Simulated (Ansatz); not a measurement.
Ansatz (a quantum-chemistry and plane-wave program) input (CCSD(T)/STO-3G):

Ansatz 0.2 input:
```yaml
crystal:
  periodic: [false, false, false]
  atoms:
    - {symbol: C, position_ang: [-1.90210376, -0.12868891, -0.09716108]}
    - {symbol: C, position_ang: [-0.64421110, -0.16066583, -0.01285043]}
    - {symbol: C, position_ang: [0.62481021, 0.10996871, 0.02031917]}
    - {symbol: O, position_ang: [1.78485631, 0.23330429, 0.07189210]}
    - {symbol: H, position_ang: [-2.74982253, -0.79011814, -0.03698276]}
basis:
  gaussian:
    orbitals: STO-3G
magnetization: {spin_polarized: true, initial_magnetization: 1}
correlation: {method: ccsd_t, electrons: outside_noble_gas}
```

End of the output:

```
mean field evaluation 4: about -5073.1192 eV, gradient 2.9e0 eV
mean field evaluation 8: about -5073.4994 eV, gradient 1.0e0 eV
mean field evaluation 16: about -5073.9752 eV, gradient 1.2e-3 eV
mean field evaluation 32: about -5073.9216 eV, gradient 8.6e-3 eV
mean field evaluation 64: about -5073.2849 eV, gradient 8.0e-1 eV
mean field evaluation 96: about -5073.3260 eV, gradient 6.5e-1 eV
mean field evaluation 128: about -5072.5313 eV, gradient 5.4e0 eV
mean field evaluation 160: about -5073.6896 eV, gradient 5.4e-1 eV
mean field evaluation 192: about -5073.1701 eV, gradient 4.9e0 eV
mean field evaluation 224: about -5072.6024 eV, gradient 5.5e-2 eV
mean field evaluation 256: about -5073.9016 eV, gradient 8.1e-1 eV
mean field evaluation 288: about -5072.6388 eV, gradient 2.9e-4 eV
mean field -5073.97516725 eV, -186.4651481326 hartree, gradient 5.7e-6 eV, S^2 1.572952; 12 other end points of the search recorded, 0 dependent functions left out
determinant -5073.97516725 eV, -186.4651481326 hartree, with singles and doubles -5080.78036038 eV, -186.7152343674 hartree
determinant -5073.70050913 eV, -186.4550546327 hartree, with singles and doubles -5080.22751171 eV, -186.6949175534 hartree
determinant -5072.63878193 eV, -186.4160368777 hartree, with singles and doubles -5080.25727889 eV, -186.6960114772 hartree
determinant -5072.59709142 eV, -186.4145047799 hartree, with singles and doubles -5080.33088190 eV, -186.6987163379 hartree
determinant -5073.97516725 eV, -186.4651481326 hartree, with singles and doubles -5080.83063663 eV, -186.7170819856 hartree
determinant -5072.63878193 eV, -186.4160368777 hartree, with singles and doubles -5080.31247240 eV, -186.6980398012 hartree
determinant -5072.59709142 eV, -186.4145047799 hartree, with singles and doubles -5080.34354330 eV, -186.6991816359 hartree
4 core orbitals not correlated
reference -5073.97516725 eV, -186.4651481326 hartree; 10, 9 occupied and 7, 8 virtual orbitals, 288 factors
second order -4.62325837 eV of doubles, -0.00000000 eV of singles
coupled cluster: 0.05 GiB planned
cycle   1  -6.85546911 eV  change    2.7e-7 eV  update   5.1e-6
coupled cluster: 0.05 GiB planned
perturbative correction -0.25880350 eV, -0.0095108533 hartree
WARN: the results are in doubt because among natural orbitals full CI differs from the method by -0.110 eV
Total energy: -5081.08943987 eV, -186.7265928290 hartree
In doubt: among natural orbitals full CI differs from the method by -0.110 eV
```

It need not be the lowest isomer of its formula.

The program attaches cautions to this result: large difference.

The determinant is spin-contaminated: <S^2> is 1.57 against 0.75 for a pure state.
